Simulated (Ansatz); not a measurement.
Mulliken charges of CH5BGe, SMILES `[BH]1[CH2][GeH2]1` from PBE/def2-TZVPP in Ansatz (PBE0-D4/def2-TZVP geometry).

```tsv
atom	x (Å)	y (Å)	z (Å)	charge (e)
B1	-0.934	0.396	-0.543	-0.030
C2	-0.053	0.934	0.496	-0.260
Ge3	0.170	-1.198	-0.237	0.037
H4	-1.388	0.841	-1.545	0.017
H5	0.104	0.511	1.487	0.131
H6	0.445	1.897	0.382	0.103
H7	0.495	-1.786	1.143	0.010
H8	1.252	-1.654	-1.238	-0.008
```

Question: By hand: the dipole of these point charges (1 e Å = 4.8032 D).

Answer: Σ q r = (0.079, -0.027, 0.108) e Å, of length 0.137 e Å = 0.66 D.

Question: How does the dipole of the full density compare? (Best estimate.)

Answer: The calculation gave: (0.137, -0.095, 0.088) e Å, 0.91 D; the point charges give 0.73 times that, at 27° from its direction.

Point charges leave out the atoms' own dipoles, such as those of lone pairs, and Mulliken's split depends on the basis, so the two needn't agree.
